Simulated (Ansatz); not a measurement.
Cost and result for the atomization energy of `C[SiH2]O[SiH2]O` (13 atoms, 12 bonds).

Cartesian coordinates in Å:
```
C -0.3463 -1.8475 0.5185
Si 1.1534 -0.8213 0.1219
O 0.7408 0.5533 -0.6800
Si -0.4625 1.6334 -0.8656
O -1.0443 2.1722 0.5719
H -1.0402 -1.2938 1.1561
H -0.0532 -2.7582 1.0482
H -0.8757 -2.1413 -0.3911
H 2.0943 -1.5739 -0.7474
H 1.8624 -0.4434 1.3748
H -1.6239 0.9973 -1.5260
H 0.0942 2.7520 -1.6641
H -0.4989 2.7715 1.0828
```

Charge 0, multiplicity 1. Geometry: relaxed with PBE0-D4/def2-TZVP. It is one conformer, not always the lowest. Program: Ansatz. All runs use 4 threads of an AMD EPYC 9R45 on a shared host. Times are those of one run each, without the atoms' runs, and a repeat can differ threefold. Electronic energies, without spin–orbit coupling; frozen cores. CCSD(T)/CBS adds CCSD(T) − MP2 in def2-TZVPP to the MP2 limit, and its time is that of the two runs behind it. T1 = 0.011. B3LYP takes the VWN-RPA correlation (the form of Gaussian; ORCA's B3LYP/G).

CCSD(T)/CBS is a level of theory with its own doubt, some kJ/mol a heavy atom from the limit and from the frozen cores, so smaller differences don't rank the functionals.

```
                             level  functions  wall time  atomization (kcal/mol)  difference from CCSD(T)/CBS  per bond
   PBE-D4/def2-TZVPP (with forces)        289      1.4 s                  1145.4                         -6.7      -0.6
                PBE0-D4/def2-TZVPP        289      1.6 s                  1132.8                        -19.3      -1.6
r2SCAN-D4/def2-TZVPP (with forces)        289      2.2 s                  1146.5                         -5.6      -0.5
 B3LYP-D4/def2-TZVPP (with forces)        289      2.5 s                  1144.0                         -8.1      -0.7
                 B2PLYP/def2-TZVPP        289      2.8 s                  1134.4                        -17.7      -1.5
                ωB97X-V/def2-TZVPP        289      3.7 s                  1151.0                         -1.1      -0.1
  ωB97M-V/def2-TZVPP (with forces)        289      5.5 s                  1149.8                         -2.3      -0.2
                    MP2/def2-QZVPP        551       13 s                  1153.9                          1.8       0.2
                CCSD(T)/def2-TZVPP        289       79 s                  1121.1                        -31.0      -2.6
                 CCSD(T)/CBS(def2)          –       92 s                  1152.1                          0.0       0.0
```

From PBE to PBE0 (25 % exact exchange), in def2-TZVPP and without D4, the atomization energy moves by −11.6 kcal/mol: exact exchange takes away binding that semilocal exchange gives to molecules. The D4 term adds +10.4 kcal/mol with B3LYP and +5.5 kcal/mol with PBE0; it sums over pairs of atoms, weighted by their polarisabilities, and B3LYP, whose exchange is more repulsive, gets the larger term. In def2-TZVPP, CCSD(T) changes the Hartree–Fock value by +261.3 kcal/mol (the triples alone add +12.5 kcal/mol) and MP2 by +275.4 kcal/mol; breaking electron pairs costs correlation energy, which Hartree–Fock lacks.
